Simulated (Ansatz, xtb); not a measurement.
**CHBCuSe+: which of two structures lies lower**

Structure a: a singlet given by its coordinates. Structure b: a singlet given by its coordinates. Both are isolated ions in the gas phase, relaxed with PBE0-D3(BJ)/pcseg-1.

a (Å):

```xyz
5

C     1.1130   -0.2932   -1.3717
B     0.4299    0.7470   -2.1938
Cu   -0.1662    2.4212   -2.9182
Se    0.1550   -1.2833   -2.5024
H     1.7855   -0.5976   -0.5689
```

Close contacts (Å): C1–B2 1.49, C1–Se4 1.78, B2–Cu3 1.92, B2–Se4 2.07, C1–H5 1.09.

b (Å):

```tsv
atom	x (Å)	y (Å)	z (Å)
C	-1.6216	0.6566	0.2776
B	-2.8615	0.6527	1.1107
Cu	0.1408	1.1176	-0.1311
Se	-2.9542	-0.3494	-0.5332
H	-3.5208	0.9415	2.0490
```

Close contacts (Å): C1–B2 1.49, C1–Cu3 1.87, C1–Se4 1.86, B2–Se4 1.93, B2–H5 1.18.

Quicker runs give these differences E(b) − E(a): GFN2-xTB +0.1 kcal/mol; HF/STO-3G −22.0 kcal/mol (at GFN2-xTB geometries); r2SCAN-D4/def2-SVP −2.8 kcal/mol (at GFN2-xTB geometries).

**Question.** Estimate which is lower in electronic energy at CCSD(T)/def2-TZVP, and by roughly how much.

**Answer.** The CCSD(T)/def2-TZVP calculation puts structure b lower, by 2.7 kcal/mol.

How the difference moves with the method:

| level | geometry | E(b) − E(a) (kcal/mol) | departure from the last row (kcal/mol) | job, with rough time for the two |
| --- | --- | --- | --- | --- |
| GFN2-xTB | GFN2-xTB | +0.1 | +2.8 | optimisation, 0.14 s |
| HF/STO-3G | GFN2-xTB | −22.0 | −19.2 | single point, 5.9 s |
| r2SCAN-D4/def2-SVP | GFN2-xTB | −2.8 | 0.0 | single point, 3.7 s |
| PBE0-D3(BJ)/pcseg-1 | PBE0-D3(BJ)/pcseg-1 | −2.5 | +0.2 | optimisation, 30 s |
| HF/def2-TZVP | PBE0-D3(BJ)/pcseg-1 | −6.7 | −4.0 | part of the CCSD(T) run |
| MP2/def2-TZVP | PBE0-D3(BJ)/pcseg-1 | −2.6 | +0.1 | part of the CCSD(T) run |
| CCSD(T)/def2-TZVP | PBE0-D3(BJ)/pcseg-1 | −2.7 |  | single point, 2.2 min |

GFN2-xTB finds them nearly level. The largest departure from CCSD(T)/def2-TZVP is that of HF/STO-3G, 19.2 kcal/mol.

With harmonic frequencies from PBE0-D3(BJ)/pcseg-1 (ideal gas, rigid rotor, one conformer each, 600 K, 1 atm): the zero-point term adds −0.9 kcal/mol; ΔH is −3.5 and ΔG −3.4 kcal/mol.

The T1 diagnostic of structures a and b is large, so the coupled-cluster value is less sure. The correlated steps freeze 16 core orbitals; the filled d shell of Se is correlated; the last core shell of Cu is correlated, in a basis made for valence electrons. Run with Ansatz 0.2.0, xtb 6.7.1; the last row on 2 threads of Arm Neoverse V2 on a shared host.
